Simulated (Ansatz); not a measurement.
Relaxation of Na₆Pt⁻ with UKS PBE0-D4/def2-SVPD.

```sh
$ ansatz run in.yaml --threads 4 --pin off --events-out ev --progress --plain --max-ram 4787MiB
```

```yaml
crystal:
  periodic: [false, false, false]
  atoms:
    - {symbol: Pt, position_ang: [0.627170, -1.162280, -1.225690]}
    - {symbol: Na, position_ang: [-1.222230, 0.508350, -2.540690]}
    - {symbol: Na, position_ang: [2.876200, 0.017230, -0.051470]}
    - {symbol: Na, position_ang: [0.896070, -1.769520, 1.647880]}
    - {symbol: Na, position_ang: [-2.108030, -1.485260, -0.236480]}
    - {symbol: Na, position_ang: [0.536440, 1.569520, 2.237850]}
    - {symbol: Na, position_ang: [-1.605610, 2.321950, 0.168600]}
basis:
  gaussian: {orbitals: def2-SVPD}
total_charge: -1
magnetization: {spin_polarized: true, initial_magnetization: 1}
hamiltonian: {xc: pbe0, dispersion: d4}
scf: {lower_state_search: "off"}
output: {orbitals: {seedname: orbitals}}
relax: {f_tol: 0.02, max_steps: 100}
```

It took 4.5 min on 4 threads of Arm Neoverse V2 on a shared host, peak host memory 0.57 GiB.

Positions (Å) and forces (eV/Å) at steps 1, 2, 3, 4, 5, 6, 7, 8, 9, 10, 11, 12, 13, 14, 15, 16, 17, 18, 19, 20, 21, 22, 23, 24, 25, 26, 27, 28, 30, 31 of 31:

```xyz
7
step=1 energy=-29721.7124 eV
Pt    0.627   -1.162   -1.226   -0.258    0.074    0.418
Na   -1.222    0.508   -2.541    0.281   -0.014   -0.051
Na    2.876    0.017   -0.051   -0.170    0.130   -0.182
Na    0.896   -1.770    1.648   -0.208   -0.071   -0.253
Na   -2.108   -1.485   -0.236    0.296   -0.007    0.109
Na    0.536    1.570    2.238    0.194   -0.095    0.093
Na   -1.606    2.322    0.169   -0.134   -0.016   -0.133
7
step=2 energy=-29721.8428 eV
Pt    0.584   -1.170   -1.166   -0.174   -0.004    0.288
Na   -1.118    0.505   -2.563    0.180    0.020   -0.069
Na    2.794    0.106   -0.118   -0.117    0.130   -0.111
Na    0.848   -1.804    1.616   -0.115   -0.061   -0.151
Na   -2.077   -1.461   -0.175    0.175    0.026    0.075
Na    0.562    1.534    2.261    0.157   -0.082    0.083
Na   -1.594    2.290    0.145   -0.106   -0.029   -0.114
7
step=3 energy=-29721.9619 eV
Pt    0.514   -1.198   -1.063   -0.015    0.027   -0.002
Na   -0.984    0.517   -2.626    0.122   -0.008   -0.032
Na    2.685    0.244   -0.197   -0.104    0.093   -0.065
Na    0.817   -1.869    1.589    0.000   -0.068    0.047
Na   -2.053   -1.402   -0.102   -0.041    0.054    0.065
Na    0.630    1.473    2.307    0.071   -0.054    0.045
Na   -1.609    2.235    0.091   -0.033   -0.045   -0.057
7
step=4 energy=-29722.0258 eV
Pt    0.471   -1.228   -1.022    0.003   -0.010   -0.003
Na   -0.853    0.517   -2.679    0.067   -0.014   -0.015
Na    2.559    0.376   -0.274   -0.103    0.058   -0.039
Na    0.837   -1.933    1.611    0.032   -0.026    0.016
Na   -2.087   -1.329   -0.039   -0.028    0.069    0.033
Na    0.670    1.413    2.356    0.017   -0.041    0.041
Na   -1.598    2.183    0.048    0.012   -0.035   -0.034
7
step=5 energy=-29722.0744 eV
Pt    0.442   -1.284   -1.009    0.005   -0.038   -0.012
Na   -0.760    0.493   -2.715    0.038   -0.013   -0.023
Na    2.409    0.488   -0.328   -0.094    0.050   -0.035
Na    0.890   -1.970    1.612    0.028   -0.012    0.005
Na   -2.104   -1.234    0.007   -0.005    0.046    0.034
Na    0.673    1.354    2.428   -0.013   -0.033    0.055
Na   -1.549    2.153    0.005    0.040   -0.001   -0.024
7
step=6 energy=-29722.1208 eV
Pt    0.424   -1.352   -1.022    0.003   -0.037   -0.005
Na   -0.698    0.458   -2.750    0.019   -0.020   -0.026
Na    2.247    0.588   -0.372   -0.099    0.033   -0.028
Na    0.938   -1.992    1.601    0.025   -0.005   -0.011
Na   -2.094   -1.153    0.062    0.026    0.024    0.030
Na    0.647    1.298    2.519   -0.026   -0.029    0.063
Na   -1.464    2.152   -0.039    0.052    0.035   -0.023
7
step=7 energy=-29722.1652 eV
Pt    0.416   -1.430   -1.052   -0.017   -0.055   -0.013
Na   -0.663    0.410   -2.788   -0.209   -0.048   -0.205
Na    2.072    0.672   -0.404    0.613    0.105   -0.163
Na    0.991   -2.008    1.576   -0.054   -0.190    0.118
Na   -2.047   -1.079    0.131    0.019    0.005    0.032
Na    0.591    1.237    2.628   -0.122    0.003    0.227
Na   -1.360    2.198   -0.091   -0.230    0.181    0.004
7
step=8 energy=-29722.1776 eV
Pt    0.445   -1.436   -1.061    0.025    0.138    0.055
Na   -0.755    0.311   -2.877    0.069   -0.057    0.118
Na    2.100    0.770   -0.451   -0.233   -0.139    0.004
Na    1.015   -2.094    1.579    0.017    0.061   -0.105
Na   -1.976   -0.987    0.216    0.092    0.017    0.009
Na    0.474    1.138    2.753   -0.034   -0.045   -0.056
Na   -1.302    2.297   -0.159    0.065    0.025   -0.024
7
step=9 energy=-29722.1986 eV
Pt    0.456   -1.451   -1.070    0.022    0.120    0.046
Na   -0.789    0.273   -2.864    0.074   -0.039    0.097
Na    2.062    0.782   -0.452   -0.211   -0.133    0.004
Na    1.057   -2.109    1.555    0.020    0.055   -0.083
Na   -1.931   -0.946    0.254    0.072    0.011    0.015
Na    0.394    1.090    2.776   -0.025   -0.040   -0.062
Na   -1.249    2.361   -0.198    0.048    0.026   -0.016
7
step=10 energy=-29722.1747 eV rejected
Pt    0.449   -1.530   -1.075   -0.030   -0.023   -0.003
Na   -0.756    0.252   -2.801   -0.168   -0.051   -0.126
Na    1.924    0.739   -0.444    0.680    0.138   -0.226
Na    1.204   -2.154    1.498   -0.064   -0.156    0.112
Na   -1.831   -0.854    0.359   -0.068   -0.046    0.021
Na    0.233    1.001    2.732   -0.129   -0.009    0.208
Na   -1.222    2.546   -0.268   -0.222    0.147    0.014
7
step=11 energy=-29722.1827 eV rejected
Pt    0.457   -1.468   -1.067    0.037    0.059    0.012
Na   -0.788    0.262   -2.831    0.097    0.020   -0.044
Na    2.032    0.764   -0.461   -0.139   -0.076    0.005
Na    1.109   -2.122    1.535    0.113    0.005   -0.013
Na   -1.891   -0.916    0.301   -0.233   -0.173    0.028
Na    0.315    1.042    2.752    0.068    0.041    0.039
Na   -1.234    2.439   -0.228    0.058    0.123   -0.026
7
step=12 energy=-29722.2138 eV
Pt    0.451   -1.460   -1.067    0.015    0.065    0.027
Na   -0.775    0.273   -2.844    0.056   -0.022    0.071
Na    2.035    0.763   -0.454   -0.173   -0.088    0.009
Na    1.089   -2.107    1.541    0.018    0.042   -0.055
Na   -1.923   -0.949    0.274    0.066    0.025    0.015
Na    0.364    1.073    2.762   -0.022   -0.036   -0.056
Na   -1.242    2.406   -0.212    0.040    0.014   -0.011
7
step=13 energy=-29722.2257 eV
Pt    0.440   -1.484   -1.062   -0.025   -0.122   -0.039
Na   -0.735    0.272   -2.810   -0.274    0.012   -0.416
Na    1.958    0.729   -0.457    1.203    0.279   -0.365
Na    1.158   -2.105    1.514    0.046   -0.367    0.278
Na   -1.899   -0.940    0.321   -0.474   -0.291    0.066
Na    0.302    1.029    2.734   -0.121    0.107    0.478
Na   -1.223    2.498   -0.239   -0.355    0.383   -0.001
7
step=14 energy=-29722.2281 eV
Pt    0.453   -1.488   -1.070    0.000   -0.002    0.008
Na   -0.772    0.248   -2.823    0.038    0.009    0.059
Na    1.994    0.742   -0.470   -0.140   -0.037    0.028
Na    1.158   -2.128    1.514    0.009    0.047   -0.024
Na   -1.889   -0.937    0.320    0.063    0.042    0.004
Na    0.280    1.028    2.781   -0.008   -0.034   -0.071
Na   -1.223    2.535   -0.252    0.038   -0.026   -0.003
7
step=15 energy=-29722.2307 eV
Pt    0.451   -1.492   -1.067   -0.005   -0.013    0.006
Na   -0.768    0.249   -2.815    0.036    0.014    0.047
Na    1.987    0.738   -0.474   -0.128   -0.025    0.031
Na    1.172   -2.131    1.513    0.013    0.044   -0.020
Na   -1.887   -0.935    0.329    0.045    0.028    0.002
Na    0.264    1.017    2.772    0.000   -0.026   -0.062
Na   -1.220    2.553   -0.257    0.039   -0.021   -0.003
7
step=16 energy=-29722.1705 eV rejected
Pt    0.452   -1.582   -1.091   -0.006   -0.003   -0.003
Na   -0.731    0.226   -2.804    0.017    0.013    0.073
Na    1.853    0.720   -0.436   -0.065   -0.018    0.008
Na    1.242   -2.171    1.481   -0.028    0.068   -0.014
Na   -1.819   -0.881    0.346    0.066    0.040   -0.003
Na    0.219    1.025    2.749   -0.001   -0.048   -0.040
Na   -1.217    2.663   -0.245    0.018   -0.052   -0.020
7
step=17 energy=-29722.1917 eV rejected
Pt    0.449   -1.535   -1.076   -0.025   -0.106   -0.044
Na   -0.744    0.248   -2.801   -0.348    0.001   -0.533
Na    1.921    0.729   -0.459    1.704    0.382   -0.544
Na    1.205   -2.139    1.501    0.064   -0.486    0.365
Na   -1.857   -0.908    0.341   -0.776   -0.483    0.092
Na    0.242    1.012    2.748   -0.143    0.153    0.678
Na   -1.216    2.594   -0.253   -0.478    0.539   -0.013
7
step=18 energy=-29722.2332 eV
Pt    0.448   -1.496   -1.060   -0.017   -0.026    0.008
Na   -0.759    0.256   -2.801    0.025    0.010    0.049
Na    1.981    0.732   -0.484   -0.120   -0.013    0.038
Na    1.193   -2.131    1.513   -0.001    0.046   -0.024
Na   -1.890   -0.937    0.343    0.083    0.050   -0.008
Na    0.243    0.999    2.756   -0.005   -0.027   -0.066
Na   -1.215    2.578   -0.266    0.035   -0.038    0.003
7
step=19 energy=-29722.1757 eV rejected
Pt    0.439   -1.584   -1.078    0.000    0.017    0.000
Na   -0.724    0.261   -2.766    0.013   -0.012    0.046
Na    1.883    0.714   -0.474   -0.072   -0.028    0.020
Na    1.251   -2.130    1.498   -0.020    0.039   -0.025
Na   -1.822   -0.876    0.369    0.058    0.030   -0.017
Na    0.181    0.970    2.716    0.007   -0.015   -0.019
Na   -1.209    2.645   -0.263    0.015   -0.030   -0.004
7
step=20 energy=-29722.1912 eV rejected
Pt    0.442   -1.528   -1.066   -0.050   -0.117   -0.035
Na   -0.741    0.260   -2.780   -0.397   -0.057   -0.344
Na    1.933    0.722   -0.479    1.531    0.323   -0.512
Na    1.210   -2.118    1.504   -0.095   -0.407    0.298
Na   -1.858   -0.910    0.350   -0.216   -0.083    0.053
Na    0.224    0.985    2.736   -0.276    0.036    0.504
Na   -1.209    2.589   -0.265   -0.498    0.306    0.035
7
step=21 energy=-29722.2229 eV rejected
Pt    0.449   -1.506   -1.060    0.082   -0.050   -0.052
Na   -0.759    0.256   -2.790    0.199    0.195   -0.452
Na    1.976    0.729   -0.490    0.066    0.065   -0.001
Na    1.199   -2.131    1.513    0.462   -0.138    0.153
Na   -1.874   -0.923    0.348   -1.323   -0.952    0.092
Na    0.225    0.987    2.745    0.368    0.313    0.362
Na   -1.216    2.589   -0.267    0.147    0.568   -0.103
7
step=22 energy=-29722.2344 eV
Pt    0.446   -1.500   -1.058   -0.018   -0.028    0.008
Na   -0.755    0.258   -2.796    0.024    0.010    0.043
Na    1.977    0.730   -0.487   -0.115   -0.010    0.039
Na    1.200   -2.130    1.513    0.000    0.043   -0.023
Na   -1.889   -0.936    0.347    0.075    0.044   -0.010
Na    0.235    0.992    2.750   -0.001   -0.023   -0.061
Na   -1.214    2.586   -0.268    0.035   -0.036    0.003
7
step=23 energy=-29722.2070 eV rejected
Pt    0.432   -1.539   -1.063    0.024   -0.123   -0.078
Na   -0.728    0.271   -2.782   -0.249    0.105   -0.816
Na    1.928    0.720   -0.484    1.836    0.412   -0.611
Na    1.229   -2.114    1.508    0.332   -0.606    0.473
Na   -1.873   -0.923    0.355   -1.549   -1.032    0.155
Na    0.218    0.981    2.729    0.040    0.349    0.937
Na   -1.206    2.603   -0.264   -0.435    0.895   -0.061
7
step=24 energy=-29722.2359 eV
Pt    0.443   -1.507   -1.054   -0.021   -0.032    0.008
Na   -0.749    0.263   -2.786    0.020    0.009    0.036
Na    1.972    0.726   -0.496   -0.108   -0.005    0.043
Na    1.215   -2.129    1.514   -0.002    0.042   -0.024
Na   -1.889   -0.936    0.356    0.073    0.040   -0.014
Na    0.218    0.979    2.738    0.003   -0.018   -0.055
Na   -1.211    2.603   -0.273    0.034   -0.036    0.005
7
step=25 energy=-29722.2402 eV
Pt    0.434   -1.530   -1.055   -0.003   -0.019   -0.004
Na   -0.735    0.271   -2.778    0.025    0.014   -0.016
Na    1.947    0.721   -0.496   -0.045    0.002    0.021
Na    1.236   -2.121    1.512    0.034    0.010   -0.002
Na   -1.881   -0.930    0.362   -0.069   -0.055   -0.002
Na    0.204    0.971    2.727    0.031    0.018    0.006
Na   -1.205    2.619   -0.272    0.027    0.030   -0.005
7
step=26 energy=-29722.2114 eV rejected
Pt    0.422   -1.553   -1.055   -0.087   -0.070   -0.030
Na   -0.715    0.272   -2.780   -0.404   -0.080   -0.295
Na    1.924    0.717   -0.489    1.507    0.264   -0.543
Na    1.262   -2.104    1.499   -0.128   -0.400    0.301
Na   -1.910   -0.953    0.354   -0.049   -0.010    0.017
Na    0.206    0.984    2.733   -0.310    0.017    0.512
Na   -1.188    2.637   -0.261   -0.529    0.279    0.039
7
step=27 energy=-29722.2387 eV rejected
Pt    0.431   -1.533   -1.054   -0.016    0.001    0.001
Na   -0.733    0.270   -2.781    0.007   -0.009    0.051
Na    1.948    0.722   -0.495   -0.085   -0.019    0.026
Na    1.242   -2.118    1.510   -0.023    0.034   -0.018
Na   -1.894   -0.942    0.357    0.113    0.067   -0.018
Na    0.206    0.976    2.731   -0.011   -0.025   -0.048
Na   -1.200    2.624   -0.269    0.015   -0.049    0.005
7
step=28 energy=-29722.2403 eV
Pt    0.430   -1.535   -1.054   -0.009   -0.004    0.002
Na   -0.733    0.272   -2.779    0.005   -0.009    0.038
Na    1.945    0.721   -0.496   -0.059   -0.013    0.020
Na    1.243   -2.119    1.512   -0.019    0.027   -0.019
Na   -1.886   -0.936    0.360    0.079    0.050   -0.013
Na    0.202    0.972    2.727   -0.008   -0.017   -0.032
Na   -1.201    2.625   -0.271    0.010   -0.033    0.005
7
step=30 energy=-29722.2408 eV
Pt    0.432   -1.545   -1.060   -0.001   -0.007   -0.002
Na   -0.732    0.267   -2.774   -0.010    0.008   -0.027
Na    1.939    0.719   -0.495    0.056    0.008   -0.022
Na    1.244   -2.117    1.508    0.013   -0.016    0.020
Na   -1.879   -0.930    0.358   -0.046   -0.037   -0.001
Na    0.196    0.974    2.728    0.003    0.010    0.037
Na   -1.201    2.633   -0.265   -0.015    0.035   -0.005
7
step=31 energy=-29722.2409 eV
Pt    0.431   -1.543   -1.058   -0.002   -0.005   -0.001
Na   -0.733    0.269   -2.775   -0.005    0.000    0.003
Na    1.941    0.719   -0.496    0.010   -0.001   -0.006
Na    1.244   -2.118    1.510   -0.004    0.002    0.003
Na   -1.881   -0.932    0.358    0.012    0.005   -0.005
Na    0.198    0.974    2.728   -0.004   -0.003    0.007
Na   -1.201    2.631   -0.267   -0.006    0.003    0.000
```

In the def2 sets Pt takes a core potential; there is no spin–orbit coupling. The relaxation made no stability test and no search for a lower SCF solution. No other spin state of charge -1 was run. The structure comes from a short search, and lower isomers may exist.
